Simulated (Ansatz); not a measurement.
Mulliken charges of `C[N](C)[Ag]` from PBE/def2-TZVPP in Ansatz (PBE0-D4/def2-TZVP geometry).

```tsv
atom	x (Å)	y (Å)	z (Å)	charge (e)
C1	-0.160	1.039	-0.565	-0.121
N2	-0.317	-0.388	-0.443	-0.335
C3	0.574	-0.898	0.568	-0.121
Ag4	-2.275	-0.997	-0.217	0.117
H5	-0.815	1.440	-1.342	0.086
H6	-0.340	1.609	0.364	0.074
H7	0.880	1.261	-0.864	0.070
H8	0.481	-1.982	0.660	0.086
H9	0.442	-0.456	1.571	0.074
H10	1.615	-0.680	0.271	0.070
```

By hand: the dipole of these point charges (1 e Å = 4.8032 D).

Σ q r = (-0.057, 0.076, 0.166) e Å, of length 0.191 e Å = 0.92 D.

How does the dipole of the full density compare? (Best estimate.)

The calculation gave: (-0.284, -0.053, 0.093) e Å, 1.46 D; the point charges give 0.63 times that, at 62° from its direction.

Point charges leave out the atoms' own dipoles, such as those of lone pairs, and Mulliken's split depends on the basis, so the two needn't agree.
